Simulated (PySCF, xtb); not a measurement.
Al(Me)(OH)(SeH) (CH₅AlOSe), SMILES [SeH][Al]([CH3])[OH]. The values are those of a single conformer.

Harmonic wavenumbers (cm⁻¹) from GFN2-xTB run with xtb at its own minimum, in rising order: 63, 100, 138, 147, 190, 327, 400, 453, 472, 573, 589, 624, 903, 1285, 1442, 1450, 2048, 2953, 2956, 2963, 3765.

Problem. What does PySCF with PBE0-D3(BJ)/def2-SVP give at its own minimum? (The exact figures need the calculation; the answer reports its results.)

Solution. 19, 131, 186, 199, 213, 339, 354, 518, 577, 650, 659, 702, 891, 1212, 1420, 1422, 2453, 3052, 3151, 3166, 3999. Paired by order, the mean absolute difference is 92 cm⁻¹ and the zero-point energies are 34.1 and 36.2 kcal/mol.
